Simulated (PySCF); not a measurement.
SMILES OC[SiH2]C#N (C2H5NOSi), singlet, B3LYP/def2-SVP optimised geometry.

```
10

N      2.25    -1.01     0.00
C      1.09    -1.01     0.00
Si    -0.78    -0.89     0.00
C     -1.16     0.97     0.18
O     -0.55     1.72    -0.86
H     -1.24    -1.43    -1.30
H     -1.28    -1.72     1.13
H     -0.88     1.32     1.19
H     -2.25     1.11     0.09
H      0.41     1.67    -0.75
```

Density from B3LYP/def2-TZVP (PySCF) at that geometry.

Minimum of the electron density along straight lines between bonded atoms, close to the bond critical point (lines longer than 1.1 times the sum of covalent radii, or with two minima, are not listed):

| bond | length / Å | ρ at the minimum / e bohr⁻³ | ∇²ρ there / e bohr⁻⁵ | position (fraction from the first atom) |
|---|---|---|---|---|
| N1–C2 | 1.162 | 0.493 | -0.28 | 0.66 |
| C2–Si3 | 1.871 | 0.108 | 0.28 | 0.61 |
| Si3–C4 | 1.904 | 0.123 | 0.11 | 0.39 |
| C4–O5 | 1.417 | 0.261 | -0.60 | 0.37 |
| Si3–H6 | 1.485 | 0.124 | 0.14 | 0.49 |
| Si3–H7 | 1.489 | 0.123 | 0.14 | 0.49 |
| C4–H8 | 1.109 | 0.273 | -0.92 | 0.65 |
| C4–H9 | 1.103 | 0.277 | -0.95 | 0.65 |
| O5–H10 | 0.968 | 0.358 | -2.39 | 0.80 |
